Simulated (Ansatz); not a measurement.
Compare A (`C1C[SiH2]N1`) with its isomer B (`C=NC[SiH3]`).

Computed with Ansatz on PBE0-D4/def2-TZVP structures; ΔE is electronic, products minus reactants. CBS: MP2 limit from def2 TZ/QZ plus the TZ coupled-cluster correction, frozen cores. DFT in def2-TZVPP. B3LYP here is the variant with VWN-RPA as its local correlation; programs differ in this. Each species was taken in one conformer, which may not be the lowest.

A:

Z-matrix (Å, degrees):
```
C
Si 1 2.359
N 1 1.466 2 46.4
C 1 1.554 2 52.8 3 -170.4
H 1 1.097 2 120.0 3 94.4
H 1 1.096 2 132.1 3 -81.9
H 2 1.492 1 131.5 3 81.2
H 2 1.495 1 122.5 3 -94.8
H 3 1.003 1 121.9 2 161.1
H 4 1.090 1 113.1 2 116.1
H 4 1.089 1 114.2 2 -118.6
```

B:

```xyz
11

C    -1.4736   -0.9813   -0.9626
N    -0.6145   -1.0703   -0.0464
C    -0.2774    0.1107    0.6984
Si    1.4887    0.6432    0.2759
H    -1.7173   -1.8648   -1.5507
H    -2.0027   -0.0485   -1.2043
H    -0.2914   -0.1261    1.7678
H    -0.9669    0.9534    0.5264
H     1.5705    0.9920   -1.1667
H     2.4473   -0.4495    0.5751
H     1.8373    1.8412    1.0872
```

(1) Which is lower in electronic energy at CCSD(T)/CBS, and by how much? (Best estimate.)

(2) Give E(B) − E(A) in kJ/mol with B3LYP-D4, CCSD(T)/def2-TZVPP, LDA (SPW92), ωB97M-V, CCSD/def2-TZVPP, r2SCAN-D4, PBE0-D4. (Best estimate.)

(3) Does the order hold for the free energy at 298.15 K (harmonic terms from PBE0-D4)? (Estimate.)

Largest T1 diagnostic: 0.012.

## Answers

(1) The calculation gave: A, by 94.6 kJ/mol.

(2) Computed: B3LYP-D4 79.7, CCSD(T)/def2-TZVPP 88.1, LDA (SPW92) 113.5, ωB97M-V 98.4, CCSD/def2-TZVPP 91.0, r2SCAN-D4 93.3, PBE0-D4 103.2. None reverses the order clearly.

(3) Computed: Yes: G(B) − G(A) = +78.9 kJ/mol, for one conformer each.

At CCSD(T), def2-SVP lies −28.8 kJ/mol from the extrapolated value and def2-TZVPP −6.5 kJ/mol. From PBE to PBE0 (25 % exact exchange), in def2-TZVPP and without D4, E(B) − E(A) moves by +15.3 kJ/mol.
